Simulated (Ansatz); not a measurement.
`CC[Si]O[SiH3]` + H–F → `CC[Si]F` + silanol at 600 K and 1 bar (ligand exchange at the Si–O bond).

Calculated with Ansatz (gas phase, PBE0-D4/def2-TZVP geometries, no zero-point term in ΔE). CBS: MP2 limit from def2 TZ/QZ plus the TZ coupled-cluster correction, frozen cores. This one scheme is used for every species. Each species was taken in one conformer, which may not be the lowest.

```tsv
species	CCSD(T)/CBS energy (Eh)	H − E (kJ/mol)	S (J/(mol·K))
`CC[Si]O[SiH3]`	-734.29002	320.7	491.2
H–F	-100.39570	42.3	194.0
`CC[Si]F`	-468.00242	224.7	395.6
`O[SiH3]`	-366.69042	135.7	307.9
```

H − E and S are ideal-gas, rigid-rotor, harmonic terms from PBE0-D4/def2-TZVP, for one conformer and one mirror image of each species. 1 Eh = 2625.50 kJ/mol, R = 8.31446 J/(mol·K).

Question: By hand: ΔE, ΔH, ΔS and ΔG.

Answer: ΔE = (-468.00242) + (-366.69042) − (-734.29002) − (-100.39570) = -0.00712 Eh = -18.7 kJ/mol. Δ(H − E) = 224.7 + 135.7 − 320.7 − 42.3 = -2.6, so ΔH = -21.3 kJ/mol. ΔS = 395.6 + 307.9 − 491.2 − 194.0 = 18.3 J/(mol·K). ΔG = -21.3 − 600 × (18.3)/1000 = -32.3 kJ/mol.

Question: By hand: the equilibrium constant, and the temperature at which ΔG would vanish if ΔH and ΔS stayed fixed.

Answer: log₁₀ K = −ΔG/(RT ln 10) = 2.8. ΔH and −TΔS have one sign here, so there is no such temperature.

TΔS isn't small against ΔH here. A doubt of 5 kJ/mol in ΔE shifts log₁₀ K by 0.4 here. Other conformers and mirror images would add mixing entropy, several J/(mol·K) or more a flexible species. Modes under 60 cm⁻¹, often nearly free rotors, make the harmonic entropy too high. These are equilibria of isolated gas molecules and say nothing of rates. Largest T1 diagnostic: 0.013 (customary marks: 0.02 for closed shells, 0.045 for open ones).
